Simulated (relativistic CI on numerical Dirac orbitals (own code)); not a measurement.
## Cu2+ in a cubic cluster: L2,3 absorption with charge transfer

Computed with a charge-transfer multiplet model of a cubic metal-ligand cluster with up to one ligand hole, Slater and spin-orbit integrals from Dirac-Coulomb-Breit ions, Slater integrals scaled by 0.7. The ground state mixes d9 with configurations of k ligand holes L, whose averages lie at kΔ + k(k − 1)U_dd/2; a core hole lowers each added d electron by U_cd. 20 K, Lorentzian 0.4 eV and Gaussian 0.3 eV FWHM.

Atomic integrals in eV (Slater integrals scaled, ζ unscaled), ground: F2dd 9.683, F4dd 6.042, zeta_d 0.099; with the core hole: F2dd 9.683, F4dd 6.042, zeta_d 0.110, zeta_core 13.385.

Cluster parameters (eV): Δ = 3.5, U_dd = 6.6, U_cd = 7.8, 10Dq(ligand) = 0.5, V(eg) = 1.65, V(t2g) = -0.78, final-state hopping factor = 1.

```
           Case   n_d    d9  d10L     S
10Dq = -0.45 eV  9.14  0.86  0.14  0.50
10Dq = -0.15 eV  9.15  0.85  0.15  0.50
 10Dq = 0.15 eV  9.14  0.86  0.14  0.50
 10Dq = 0.45 eV  9.14  0.86  0.14  0.50
 10Dq = 1.35 eV  9.11  0.89  0.11  0.50
```

Weights, n_d and S are thermal averages at 20 K. Photon energies count from the first peak over 30 % of the highest in each spectrum, which can be another peak from case to case. The parameters are a model scan and need not match a compound or its usual spin state. A negative ionic 10Dq is a model choice; hopping adds the covalent part of the field. Peaks in eV (height, largest 100):
- 10Dq = -0.45 eV: 0.0 (100)
- 10Dq = -0.15 eV: 0.0 (100), 20.1 (18)
- 10Dq = 0.15 eV: 0.0 (100), 20.1 (27)
- 10Dq = 0.45 eV: 0.0 (100), 20.1 (32)
- 10Dq = 1.35 eV: 0.0 (100), 20.1 (39)

For the case 10Dq = 0.45 eV, Δ = 3.5 eV is smaller than U_dd = 6.6 eV, the charge-transfer side of the Zaanen-Sawatzky-Allen scheme.
